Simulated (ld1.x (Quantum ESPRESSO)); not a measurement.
# Before and after: TM potential for rubidium (Rb)

* Element: rubidium (Rb)
* Generator: ld1.x (Quantum ESPRESSO) 7.5
* Type: norm-conserving Troullier–Martins (Kleinman–Bylander form)
* Functional: Wu–Cohen
* Relativity: scalar-relativistic
* Frozen core: [Ar] 3d10 4s2
* Valence charge: 7
* Reference configuration: 4p6 5s1 5p0
* Partial waves: 4p (bound): rc 2.65 bohr; 4d channel at 0.4 Ry: rc 2.95 bohr; 5s (bound): rc 3.20 bohr
* Local potential: the s channel
* Core correction: a·sin(br)/r model core inside 1.50 bohr

Change: wave 4p (bound): rc 2.65 bohr becomes 4p (bound): rc 1.98 bohr.

Cutoffs: the cutoffs (Ry, on a coarse ladder) from which the occupation-weighted sum of valence levels, in a spherical-Bessel basis at the reference potential, stays within 10 and 1 mRy of its value at 400 Ry; they do not see the model core or the augmentation charge, which bear on the density cutoff. Errors are all-electron minus pseudo energies relative to the spin-unpolarised reference configuration.

Problem. How do hardness, ghosts and transferability respond?

Solution. The potential gets harder (15 Ry and 18 Ry → 25 Ry and 35 Ry); the errors of the 4 common tests hardly move; neither file shows a bound ghost. A smaller radius makes the pseudo-wave follow the all-electron one further in, where it bends more sharply, so more plane waves are needed.

```csv
quantity,base,changed
"cutoff, loose",15 Ry,25 Ry
"cutoff, tight",18 Ry,35 Ry
bound ghosts,none,none
"error for 4p6 5s0 5p0, meV [ΔE 4.02 eV]",-2.2,-2.1
"error for 4p6 5s0.5 5p0, meV [ΔE 1.52 eV]",+0.4,+0.4
"error for 4p6 5s0 5p1, meV [ΔE 1.45 eV]",-115,-115
"error for 4p5 5s1 5p0, meV [ΔE 21.17 eV]",-187,-173
s: phases at 3.52 bohr within 0.05 rad from the reference energy up to (Ry; the scan ends near 5),0.2,0.2
p: phases at 3.52 bohr within 0.05 rad from the reference energy up to (Ry; the scan ends near 5),-0.3,-0.3
d: phases at 3.52 bohr within 0.05 rad from the reference energy up to (Ry; the scan ends near 5),1.2,1.2
```
